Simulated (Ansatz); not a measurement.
BrGaH2 (SMILES [GaH2][Br]) moved off its minimum; all values from Ansatz (a program for electronic structure), cores frozen in correlated methods.
(charge 0, multiplicity 1)
```xyz
4

Ga    -0.63595    -0.98580     0.18021
H     -0.08391    -1.98696     1.22392
H     -1.90042    -1.11489    -0.72639
Br     0.61408     0.94291    -0.12203
```

```json
[
 {"level": "HF/def2-TZVPP", "largest force (eV/Å)": "0.25", "on atom": "Ga1", "rms difference from CCSD(T)/aug-cc-pVTZ (eV/Å)": "0.086", "dipole (D)": "2.21"},
 {"level": "PBE/def2-TZVPP", "largest force (eV/Å)": "0.23", "on atom": "H2", "rms difference from CCSD(T)/aug-cc-pVTZ (eV/Å)": "0.081", "dipole (D)": "1.78"},
 {"level": "r2SCAN/def2-TZVPP", "largest force (eV/Å)": "0.35", "on atom": "Br4", "rms difference from CCSD(T)/aug-cc-pVTZ (eV/Å)": "0.197", "dipole (D)": "1.89"},
 {"level": "B3LYP/def2-TZVPP", "largest force (eV/Å)": "0.19", "on atom": "Ga1", "rms difference from CCSD(T)/aug-cc-pVTZ (eV/Å)": "0.126", "dipole (D)": "1.91"},
 {"level": "wB97M-V/def2-TZVPP", "largest force (eV/Å)": "0.34", "on atom": "Br4", "rms difference from CCSD(T)/aug-cc-pVTZ (eV/Å)": "0.206", "dipole (D)": "2.02"},
 {"level": "MP2/aug-cc-pVTZ", "largest force (eV/Å)": "0.27", "on atom": "H2", "rms difference from CCSD(T)/aug-cc-pVTZ (eV/Å)": "0.055", "dipole (D)": "2.01"},
 {"level": "CCSD(T)/aug-cc-pVTZ", "largest force (eV/Å)": "0.39", "on atom": "H2", "rms difference from CCSD(T)/aug-cc-pVTZ (eV/Å)": "0.000", "dipole (D)": "1.96"}
]
```

The differences count from one level among others, with limits of its own. Forces at CCSD(T)/aug-cc-pVTZ (eV/Å):

| atom | Fx | Fy | Fz |
|---|---|---|---|
| Ga1 | 0.023 | 0.206 | -0.199 |
| H2 | 0.122 | -0.245 | 0.281 |
| H3 | -0.167 | -0.011 | -0.088 |
| Br4 | 0.022 | 0.051 | 0.005 |
